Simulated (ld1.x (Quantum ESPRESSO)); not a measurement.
# Before and after: PAW potential for Ir (Z = 77)

ld1.x (Quantum ESPRESSO) 7.5 input, shortened:

```
&input
   title='Ir', zed=77., rel=1, dft='PBE', iswitch=3,
   config='[Xe] 4f14 5d8 6s1 6p0'
 /
 &inputp
   pseudotype=3, lpaw=.true., tm=.true., lloc=-1, rcloc=1.95,
   nlcc=.false.,
   which_augfun='GAUSS', rmatch_augfun=1.70
 /
6
6S  1  0   1.00   0.00  2.20  2.50  0.0
6S  1  0   0.00   3.20  2.20  2.50  0.0
6P  2  1   0.00   0.00  3.85  4.35  0.0
6P  2  1   0.00   1.80  3.85  4.35  0.0
5D  3  2   8.00   0.00  1.65  1.90  0.0
5D  3  2   0.00   0.15  1.65  1.90  0.0
 &test
   configts(1)='5d8 6s1 6p0'
 /
```

Change: all radii but the core radius scaled by about 1.22 (s 3.04, p 5.28, d 2.32 bohr, rcut 2.68/4.68/2.00); local potential all-electron potential smoothed inside 2.38 bohr (lloc = -1); augmentation GAUSS, radius 2.06 bohr.

Cutoffs: the cutoffs (Ry, on a coarse ladder) from which the occupation-weighted sum of valence levels, in a spherical-Bessel basis at the reference potential, stays within 10 and 1 mRy of its value at 400 Ry; they do not see the model core or the augmentation charge, which bear on the density cutoff. Errors are all-electron minus pseudo energies relative to the spin-unpolarised reference configuration.

Q: What does the change do?

A: The potential gets softer (30 Ry and 50 Ry → 21 Ry and 35 Ry); the bound ghost in s disappears; of the 7 tests that both files solve, the error grows in 2 and shrinks in 2 by more than 15 % and 0.3 meV (median size 19.9 → 25.7 meV). A larger radius leaves more room for a smooth pseudo-wave, so fewer plane waves are needed.

```tsv
quantity	base	changed
cutoff, loose	30 Ry	21 Ry
cutoff, tight	50 Ry	35 Ry
loose cutoff by channel (10 mRy a level)	s 6 Ry, d 25 Ry	s 6 Ry, d 18 Ry
bound ghosts	s	none
error for 5d7 6s2 6p0, meV [ΔE 0.33 eV]	-17	-9.4
error for 5d7 6s1 6p0, meV [ΔE 10.21 eV]	-27	-26
error for 5d7 6s0 6p0, meV [ΔE 27.68 eV]	-59	-55
error for 5d7 6s1 6p1, meV [ΔE 5.65 eV]	-6.7	-29
error for 5d7 6s1.5 6p0, meV [ΔE 4.37 eV]	-20	-17
error for 5d7.5 6s1.5 6p0, meV [ΔE 0.05 eV]	-2.8	-1.6
error for 5d7 6s0 6p1, meV [ΔE 16.68 eV]	-20	-42
lowest overlap eigenvalue by channel	s 0.58, p 0.51, d 0.97	s 0.57, p 0.67, d 1.00
```

 A true bound ghost makes a file unfit for plane-wave use even where its test errors are small: the radial tests pick states by their node count and pass the ghost by.
